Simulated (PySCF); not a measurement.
## Polarisability and C₆ of C³⁺ (carbon, charge +3)

[He] 2s1, 2S determinant. Computed with PySCF 2.14 in aug-cc-pVTZ-DK (5s4p3d2f, 46 functions), with scalar relativity by spin-free X2C-1e. Coupled (time-dependent) response in atomic units; α is the mean over directions.

```json
{"method": "UHF", "mean α (bohr³)": "3.468", "C₆ (like pair)": "2.880", "S(−4)": "37.47"}
{"method": "PBE", "mean α (bohr³)": "3.079", "C₆ (like pair)": "2.431", "S(−4)": "29.43"}
{"method": "PBE0", "mean α (bohr³)": "3.171", "C₆ (like pair)": "2.536", "S(−4)": "31.22"}
{"method": "LC-wPBE", "mean α (bohr³)": "3.132", "C₆ (like pair)": "2.497", "S(−4)": "30.28"}
{"method": "MN15", "mean α (bohr³)": "2.941", "C₆ (like pair)": "2.052", "S(−4)": "33.65"}
```

S(−4) is the Cauchy moment in α(ω) = α(0) + S(−4) ω² + …

α(iu) at LC-wPBE:

```tsv
u (hartree)	α(iu) (bohr³)
0	3.132
0.0500	3.058
0.100	2.857
0.200	2.270
0.300	1.707
0.500	0.9875
0.750	0.5786
1.00	0.3886
1.50	0.2210
2.00	0.1472
3.00	0.08128
5.00	0.03723
```

A single London oscillator, α(iu) = α/(1 + u²/ω²), gives C₆ = (3/4) ω α². Matching the computed C₆ needs ω = 4 × 2.497 / (3 × 3.132²) = 0.339 hartree.

For an ion, C₆ is the dispersion term alone; charge-induced terms of lower order in 1/R come first.
